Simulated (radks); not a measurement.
Values are calculated unless marked as measured or tabulated.
Q: Valence configurations of neutral rhenium (all share [Xe]). Code: a radial shooting solver on a logarithmic mesh with Libxc functionals. Model: scalar-relativistic Kohn-Sham, PBEsol, spin-polarised, spherical densities, finite nucleus; open shells are filled with parallel spins first (spin-orbit coupling, left out, can overturn this in heavy ions); Fermi nuclear charge, rms radius 5.3698 fm. Order these by energy: 4f14 5d4.5 6s1.5 6p1; 4f14 5d4 6s2 6p1; 4f14 5d6 6s1; 4f14 5d5 6s2; 4f14 5d5 6s1 6p1; 4f14 5d3 6s2 6p2; 4f13 5d6 6s2; 4f13.5 5d5 6s2 6p0.5; 4f14 5d6 6p1; 4f12 5d5 6s2 6p2.

A: From the lowest, in eV above it: 4f14 5d5 6s2 0.000; 4f14 5d6 6s1 1.458; 4f14 5d5 6s1 6p1 2.699; 4f14 5d4.5 6s1.5 6p1 4.267; 4f14 5d4 6s2 6p1 5.771; 4f14 5d6 6p1 6.229; 4f14 5d3 6s2 6p2 13.402; 4f13.5 5d5 6s2 6p0.5 21.549; 4f13 5d6 6s2 42.091; 4f12 5d5 6s2 6p2 104.98. NIST lists [Xe] 4f14 5d5 6s2 as the ground configuration; this level of theory agrees among the configurations tried. The energies are those of spherical high-spin densities, not of single terms.
